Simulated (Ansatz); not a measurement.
The same atomization along the group B, Al, Ga, In.

Isolated molecules relaxed with PBE0-D4/def2-TZVP in Ansatz; ΔE leaves out vibrations. CBS: MP2 limit from def2 TZ/QZ plus the TZ coupled-cluster correction, frozen cores. This one scheme is used for every species, atoms too. No spin–orbit coupling; open shells (•) take unrestricted orbitals. Spin–orbit coupling would lower the free atoms: a little for Al, B, F; clearly for Ga; strongly for I, In. def2 core potentials past Kr. For Ga, I, In outer-core shells are correlated without core-valence functions, so the limit isn't a true one: a few kJ/mol of doubt a bond, and 10 to 20 or more in all where bonds break to atoms. Scalar relativity is left out up to krypton.

Task: Order these by ΔE at CCSD(T)/CBS, lowest first. (Estimate.)
A. `[F][In]([F])[I]` → In• + 2 F• + I•
B. `[F][Ga]([F])[I]` → Ga• + 2 F• + I•
C. `[F][Al]([F])[I]` → Al• + 2 F• + I•
D. `FB(F)I` → B• + 2 F• + I•

Result: A (+263.2 kcal/mol), B (+294.2 kcal/mol), C (+362.6 kcal/mol), D (+387.0 kcal/mol).

Largest T1 diagnostic: 0.018, for Al•.

For atomizations the MP2-based limit and the directly extrapolated one differ by several kJ/mol either way, and by 10 to 25 for some Ge, Se and Sn compounds, so smaller differences from it don't rank the levels.
